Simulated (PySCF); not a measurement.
A series of substituents X on one scaffold: SiH2Cl-X. Gas-phase values, no solvent. One relaxed conformer stands for each flexible species; it need not be the lowest. Strings in code marks are SMILES.

B3LYP has the VWN-RPA correlation part, as in Gaussian. Excitations are Tamm–Dancoff values on a coarser integration grid. The basis has no diffuse functions, so Rydberg states are missing or too high.

A: X = methyl
B: X = mercapto
C: X = siloxy (`[SiH3]O[SiH2]Cl` (Si–O–Si–Cl torsion 41°))
D: X = fluoro (`F[SiH2]Cl`)

Q: Order them by HOMO–LUMO gap (lowest first) at the level PySCF 2.14.0 with B3LYP-D3(BJ)/def2-TZVP // PBE0-D4/def2-TZVP.

A: B (7.40 eV), C (8.26 eV), A (8.75 eV), D (8.86 eV)
